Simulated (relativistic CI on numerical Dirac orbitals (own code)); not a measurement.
Method of calculation: Dirac-Coulomb-Breit CI, KLI orbitals optimised for each configuration, a model potential for QED, unscaled Slater integrals (own radial code, finite nucleus).

CI space (outside the closed core [Ne]): 3s, 3p, 3d, 4s, 4p, 4d, 4f, 5s, 5p, 5d, 5f, 5g, 6s, 6p, 6d, 7s, 7p. Levels of other configurations are missing.

At this charge energies of transitions that change n are usually good to better than 1 %, and those within a shell (Δn = 0) to a few per cent.

Outline of the computed level scheme of Au LXIX. Lowest level of each configuration: 3s ²S1/2 at 0.00 eV; 3p ²P°1/2 at 177.40 eV; 3d ²D3/2 at 890.42 eV; 4s ²S1/2 at 3816.39 eV; 4p ²P°1/2 at 3889.51 eV; 4d ²D3/2 at 4175.44 eV; 4f ²F°5/2 at 4264.80 eV; 5s ²S1/2 at 5512.35 eV; 5p ²P°1/2 at 5548.98 eV.

Some strong electric-dipole decays among the lowest 15 levels: 4f ²F°7/2 → 3d ²D5/2 (3.2e+14 s⁻¹); 4f ²F°5/2 → 3d ²D3/2 (3.1e+14 s⁻¹); 4d ²D5/2 → 3p ²P°3/2 (1.6e+14 s⁻¹); 4d ²D3/2 → 3p ²P°1/2 (1.2e+14 s⁻¹); 4p ²P°1/2 → 3s ²S1/2 (8.6e+13 s⁻¹); 4s ²S1/2 → 3p ²P°3/2 (6.9e+13 s⁻¹); 4p ²P°3/2 → 3s ²S1/2 (4.8e+13 s⁻¹); 5p ²P°1/2 → 3s ²S1/2 (4.7e+13 s⁻¹).
